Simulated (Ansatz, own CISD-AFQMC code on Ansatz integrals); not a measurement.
C2H3N, SMILES `C#CN` (charge 0, multiplicity 1).

Cartesian coordinates (Å):
```xyz
6

C      1.4445     0.0116    -0.1768
C      0.2477     0.0026    -0.2865
N     -1.0825    -0.0070    -0.4741
H      2.5023     0.0196    -0.0785
H     -1.5630     0.8241    -0.1637
H     -1.5490    -0.8509    -0.1774
```
Charge 0, spin multiplicity 1.

Frozen-core energies in cc-pVDZ from Ansatz (a first-principles code) at a geometry from PBE0-D3(BJ)/def2-TZVP; the HF reference has <S^2> = 0.00 and the T1 diagnostic is 0.012.

```
level    energy (Ha)
-------  -----------
HF        -131.86185
MP2       -132.28081
CCSD      -132.30306
CCSD(T)   -132.31892
```

Q: Estimate the energies of CCSDT, phaseless AFQMC, CISD trial (own CISD-AFQMC code on Ansatz integrals; ±0.40 mHa) and CCSDT(Q), and give each level's difference from CCSDT(Q).

A: 
```json
[
 {"level": "MP2", "energy (Ha)": "-132.28081", "difference from CCSDT(Q) (mHa)": "40.03"},
 {"level": "CCSD", "energy (Ha)": "-132.30306", "difference from CCSDT(Q) (mHa)": "17.78"},
 {"level": "CCSD(T)", "energy (Ha)": "-132.31892", "difference from CCSDT(Q) (mHa)": "1.92"},
 {"level": "CCSDT", "energy (Ha)": "-132.31938", "difference from CCSDT(Q) (mHa)": "1.46"},
 {"level": "phaseless AFQMC, CISD trial (own CISD-AFQMC code on Ansatz integrals; ±0.40 mHa)", "energy (Ha)": "-132.32045", "difference from CCSDT(Q) (mHa)": "0.39"},
 {"level": "CCSDT(Q)", "energy (Ha)": "-132.32084", "difference from CCSDT(Q) (mHa)": "0.00"}
]
```
